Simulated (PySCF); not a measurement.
**How methods differ on the interval between two levels of Hg(2+)**

Hg(2+) [Xe] 4f14 5d10 → Hg(2+) [Xe] 4f14 5d9 6s1 [3D3, M_J = 3], as a difference of total energies. Calculation: PySCF 2.14, in x2c-TZVPall-2c with one added diffuse shell each of s, p, d type (12s12p11d2f, 117 functions); the two-component X2C-1e Hamiltonian. Correlated levels: [Kr] 4d10 4f14 frozen; the 34 highest virtual spinors dropped. "Screened" scales the spin-orbit matrix elements by Boettger's factors to mimic the two-electron term; Breit and QED terms are absent.

| method | interval between two levels (cm⁻¹) |
| --- | --- |
| GHF (screened spin-orbit) | 43787 |
| GMP2 (screened spin-orbit) | 43432 |

The labels give the starting determinants; with spin-orbit coupling the two ends relaxed to ⟨J²⟩ = 0.00, ⟨L²⟩ = 0.18, ⟨S²⟩ = 0.18 and ⟨J²⟩ = 12.00, ⟨L²⟩ = 6.18, ⟨S²⟩ = 2.18.
